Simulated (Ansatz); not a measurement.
Reaction (redistribution): `O[SiH2][CH2][ZnH]` + `C[N](C)[GeH3]` → `C[N](C)[ZnH]` + `O[SiH2][CH2][GeH3]`

Program: Ansatz. Geometries: PBE0-D4/def2-TZVP. ΔE: electronic, gas phase. CCSD(T)/CBS is the MP2 limit (def2-TZVPP, def2-QZVPP) plus CCSD(T) − MP2 in def2-TZVPP, frozen cores. DFT in def2-TZVPP. B3LYP here is the variant with VWN-RPA as its local correlation; programs differ in this. For Ge, Zn outer-core shells are correlated without core-valence functions, which leaves a few kJ/mol of doubt a bond. Scalar relativity is left out up to krypton. Each species was taken in one conformer, which may not be the lowest.

`O[SiH2][CH2][ZnH]`:

```xyz
10

O     0.799   -0.089    1.323
Si    0.903   -0.510   -0.296
C    -0.684    0.118   -0.969
Zn   -1.544    0.894    0.626
H     1.517   -0.305    1.920
H     2.118    0.129   -0.880
H     1.072   -1.988   -0.396
H    -0.547    0.888   -1.733
H    -1.311   -0.672   -1.388
H    -2.322    1.535    1.793
```

`C[N](C)[GeH3]`:

Z-matrix (Å, degrees):
```
C
N 1 1.443
H 1 1.104 2 113.6
H 1 1.097 2 109.9 3 -120.1
H 1 1.093 2 110.5 3 121.5
C 2 1.443 1 112.5 3 61.1
Ge 2 1.840 1 116.7 3 -77.9
H 6 1.093 2 110.5 1 177.5
H 6 1.097 2 109.9 1 59.0
H 6 1.104 2 113.6 1 -61.1
H 7 1.536 2 107.0 1 -171.4
H 7 1.550 2 112.8 1 68.6
H 7 1.536 2 107.0 1 -51.4
```

`C[N](C)[ZnH]`:

Cartesian coordinates in Å:
```
C -0.243 0.877 -0.953
N 0.044 -0.224 -0.076
C 0.040 0.169 1.306
Zn 0.373 -1.915 -0.647
H -0.237 0.566 -2.002
H -1.233 1.319 -0.750
H 0.494 1.690 -0.850
H -0.936 0.577 1.616
H 0.260 -0.677 1.964
H 0.791 0.948 1.516
H 0.648 -3.332 -1.126
```

`O[SiH2][CH2][GeH3]`:

Cartesian coordinates in Å:
```
O 1.477 -1.068 -1.138
Si 0.406 0.159 -1.410
C -0.249 0.884 0.174
Ge -0.813 -0.465 1.482
H 2.346 -0.843 -0.804
H 1.044 1.228 -2.230
H -0.705 -0.460 -2.173
H 0.500 1.526 0.647
H -1.111 1.517 -0.059
H 0.418 -1.160 2.087
H -1.610 0.203 2.618
H -1.704 -1.520 0.805
```

| level | ΔE (kcal/mol) | difference from CCSD(T)/CBS |
| --- | --- | --- |
| PBE-D4 | 0.3 | -0.7 |
| ωB97M-V | 1.9 | 0.9 |
| PBE | 0.0 | -1.0 |
| r2SCAN | 0.7 | -0.3 |
| B3LYP | 0.0 | -1.0 |
| SCS-MP2/def2-TZVPP | 0.9 | -0.1 |
| CCSD/def2-TZVPP | 1.0 | 0.0 |
| HF/def2-QZVPP | 1.4 | 0.4 |
| MP2/def2-QZVPP | 0.8 | -0.2 |
| CCSD/CBS(def2) | 0.9 | -0.1 |
| CCSD(T)/CBS | 1.0 | 0 |

Largest T1 diagnostic among the species: 0.015.

From PBE to PBE0 (25 % exact exchange), in def2-TZVPP and without D4, ΔE moves by +0.9 kcal/mol.
